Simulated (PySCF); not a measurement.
# Correlation energy of Co¹⁸⁺ (cobalt, charge +18)

[He] 2s2 2p5, 2P determinant. Computed with PySCF 2.14 in an uncontracted even-tempered set (18 s from 3.4 bohr⁻², ratio 2.2; 11 p from 4.4 bohr⁻², ratio 2.2; 6 d from 23 bohr⁻², ratio 2.4; 5 f from 35 bohr⁻², ratio 2.4; 5 g from 53 bohr⁻², ratio 2.4), with the non-relativistic Hamiltonian (point nucleus). Frozen: nothing; 9 electrons correlated; the 14 highest virtual orbitals of each spin left out.

MP2 pair energies summed by pair of shells (mhartree):

| pair | energy | share (%) |
| --- | --- | --- |
| 2p-2p | -146.80 | 45.7 |
| 2s-2p | -81.81 | 25.5 |
| 1s-1s | -37.06 | 11.5 |
| 1s-2p | -35.08 | 10.9 |
| 2s-2s | -12.24 | 3.8 |
| 1s-2s | -8.27 | 2.6 |

Total MP2 correlation energy: -321.26 mhartree.

Same-spin part -70.10 and opposite-spin part -251.16 mhartree; SCS-MP2 scales them by 1/3 and 6/5 to -324.76 mhartree.
